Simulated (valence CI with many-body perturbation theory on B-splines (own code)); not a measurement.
## Ba⁷⁺: electric-dipole lines

Level of theory: valence CI with perturbative core correlation (CI+MBPT): three valence electrons over a frozen Dirac-Fock core [Kr] 4d10, radial functions for each j: 7 s, 7 p, 7 d, 7 f, 4 g, 2 h, with the one-electron correlation potential Σ1 (screened to all orders), the two-electron term Σ2, the three-electron term Σ3, Breit, model QED; selected single and double excitations, second order for the rest, scaled by the run's own slope (own B-spline code, finite nucleus).

Against 62 measured levels this calculation errs by 1061 cm⁻¹ on average and by 3801 at most. These come from a selection out of Sansonetti and Curry, J. Phys. Chem. Ref. Data 39, 043103 (2010). Levels without a partner in it may be off by more, other configurations by several thousand cm⁻¹. 7 measured levels below the end of the list, from 249919 cm⁻¹ on, found no clear computed partner, and computed levels of the same name lie up to 8910 cm⁻¹ from them.

Lines 151 to 200 of 573 in falling wavelength, among levels below 66.353 eV, chosen from the strongest by gf and those to the six lowest levels. Wavelengths and rates use the calculated energies, so an error of 1000 cm⁻¹ moves a line at 70.39 nm by 0.7 % and its rate by three times that or more. Electric multipoles are in the length gauge, E1 and E2 with the static RPA response of the core. Weak lines are less certain than strong ones. Lines between different terms over intervals too small for the method are left out, as are lines whose strength nearly cancels. Where a level lies close to another of its J and parity, the split of strength between their lines is uncertain. The highest levels of a list are the least certain.

Names give the largest LS component (configuration and term), which can be under half, so a name can repeat, a term be missing and a line seem to break the LS rules; names also repeat where a configuration has a term twice. Letters in brackets count levels of one name in rising energy.

```csv
λ vac (nm),λ from measured levels,Upper,Lower,A (s⁻¹),log gf,Branch %
70.39,70.33,5s 5p2 2D_5/2,5s2 5p 2P°_3/2,9.32e+08,-0.38,99.8
70.32,,4f 5p2 4G°_11/2,4f 5s 5p 4G_11/2,2.35e+09,0.32,43.7
69.69,,4f 5p2 4G°_7/2,4f 5s 5p 4F_9/2,2.47e+09,0.16,37.4
69.61,69.57,4f 5s 5p 2D_5/2 [a],4f 5s2 2F°_5/2,4.36e+08,-0.72,30.3
69.57,,4f 5p2 4G°_7/2,4f 5s 5p 2F_7/2 [a],8.43e+08,-0.31,12.8
69.53,,4f 5p2 4G°_7/2,4f 5s 5p 4F_5/2,7.85e+08,-0.34,11.9
69.33,,5p2 5d 4F_7/2,5s 5p 5d 4F°_9/2,1.20e+09,-0.16,25.7
69.02,,4f 5p2 4G°_5/2,4f 5s 5p 4F_7/2,7.66e+08,-0.48,11.1
68.87,,5p2 5d 2G_9/2,5s 5p 5d 2F°_7/2 [a],5.59e+08,-0.40,4.9
68.70,,4f 5p2 4D°_3/2,4f 5s 5p 4D_5/2,1.19e+09,-0.47,8.5
68.64,,4f 5p2 2F°_5/2 [a],4f 5s 5p 4D_7/2,8.89e+08,-0.42,6.5
68.59,,4f 5p2 2D°_5/2 [b],4f 5s 5p 2F_7/2 [b],1.00e+09,-0.37,7.0
68.37,,4f 5p2 2G°_7/2 [b],4f 5s 5p 2G_7/2 [b],6.86e+08,-0.42,9.5
68.29,,5p2 5d 4F_5/2,5s 5p 5d 4F°_7/2,1.43e+09,-0.22,23.6
67.80,,5p2 5d 4F_3/2,5s 5p 5d 4F°_5/2,1.28e+09,-0.45,20.6
67.76,,5s 5p 6p 4D_5/2,5s 5p 5d 4D°_7/2,8.27e+08,-0.47,5.0
67.13,,4f 5p2 2F°_7/2 [c],4f 5s 5p 2D_5/2 [b],1.81e+09,-0.01,18.7
67.12,67.59,5s 5p 5d 2F°_7/2 [a],5s2 5d 2D_5/2,5.78e+08,-0.51,4.8
67.07,,5p2 5d 4D_7/2,5s 5p 5d 2D°_5/2 [a],8.20e+08,-0.35,20.8
66.78,,5p2 5d 4F_9/2,5s 5p 5d 4F°_9/2,2.22e+09,0.17,45.8
66.67,67.54,5s2 6p 2P°_1/2,5s2 5d 2D_3/2,3.67e+09,-0.31,52.8
66.24,,4f 5p2 2F°_5/2 [d],4f 5s 5p 2D_3/2 [b],1.50e+09,-0.23,15.5
66.20,,5s 5p 6p 2D_5/2,5s 5p 5d 2F°_7/2 [a],3.00e+09,0.07,28.3
66.11,,5p2 5d 4F_7/2,5s 5p 5d 4P°_5/2,1.53e+09,-0.10,32.6
66.05,66.24,5s 5p2 2P_1/2,5s2 5p 2P°_3/2,4.31e+08,-1.25,3.4
66.01,66.18,5p3 4S°_3/2 [a],5s 5p2 4P_5/2,3.35e+09,-0.06,42.7
65.90,,4f 5p2 2G°_7/2 [a],4f 5s 5p 2F_7/2 [a],5.98e+08,-0.51,13.9
65.76,,5p2 5d 4F_3/2,5s 5p 5d 4F°_3/2,1.69e+09,-0.36,27.2
65.41,,4f 5p2 2G°_9/2,4f 5s 5p 2G_9/2 [a],2.73e+09,0.24,43.6
64.90,,5s 5p 5d 2D°_5/2 [b],4f 5s 5p 4F_3/2,8.24e+08,-0.51,4.3
64.84,,5s 5p 6p 2D_3/2,5s 5p 5d 2F°_5/2 [a],2.66e+09,-0.17,23.1
64.38,,4f 5p2 4G°_9/2 [a],4f 5s 5p 4F_9/2,5.32e+08,-0.48,11.7
64.28,,5s 5p 6p 4P_1/2,5s 5p 5d 4D°_3/2,2.58e+09,-0.50,35.7
64.12,,5s2 6p 2P°_3/2 [a],5s2 5d 2D_3/2,1.25e+09,-0.51,6.6
63.97,,5p2 5d 2F_7/2,5s 5p 5d 4F°_7/2,9.94e+08,-0.31,23.3
63.96,,5s 5p 6p 2P_3/2 [b],5s 5p 5d 4D°_5/2,1.49e+09,-0.44,14.5
63.85,,4f 5p2 4D°_7/2,4f 5s 5p 4F_9/2,1.20e+09,-0.23,15.0
63.80,64.62,5s2 6p 2P°_3/2 [b],5s2 5d 2D_5/2,4.51e+09,0.04,26.7
63.77,,4f 5p2 2H°_9/2,4f 5s 5p 2G_7/2 [a],5.91e+08,-0.44,18.9
63.71,,4f 5p2 4D°_7/2,4f 5s 5p 4F_5/2,1.25e+09,-0.21,15.6
63.62,,4f 5p2 2D°_5/2 [b],4f 5s 5p 2D_3/2 [a],1.68e+09,-0.21,11.8
63.61,,5s 5p 6p 4P_5/2,5s 5p 5d 4D°_5/2,1.05e+09,-0.42,7.4
63.55,,5s 5p 6p 2P_3/2 [a],5s 5p 5d 4P°_5/2,1.88e+09,-0.34,24.6
63.51,,5p2 5d 4F_7/2,5s 5p 5d 4F°_7/2,7.81e+08,-0.42,16.7
63.50,,4f 5p2 2F°_7/2 [c],4f 5s 5p 2G_9/2 [b],4.13e+09,0.30,42.8
63.43,,4f 5p2 2F°_5/2 [d],4f 5s 5p 2G_7/2 [c],4.03e+09,0.16,41.7
63.42,63.40,5s 5p2 2D_3/2,5s2 5p 2P°_1/2,2.38e+09,-0.24,98.3
63.37,,4f 5p2 2G°_7/2 [a],4f 5s 5p 4G_5/2,1.10e+09,-0.27,25.7
63.28,,4f 5p2 4F°_9/2,4f 5s 5p 2G_7/2 [b],9.18e+08,-0.26,10.6
63.26,,5s 5p 6p 4P_5/2,5s 5p 5d 4D°_7/2,2.06e+09,-0.13,14.6
```
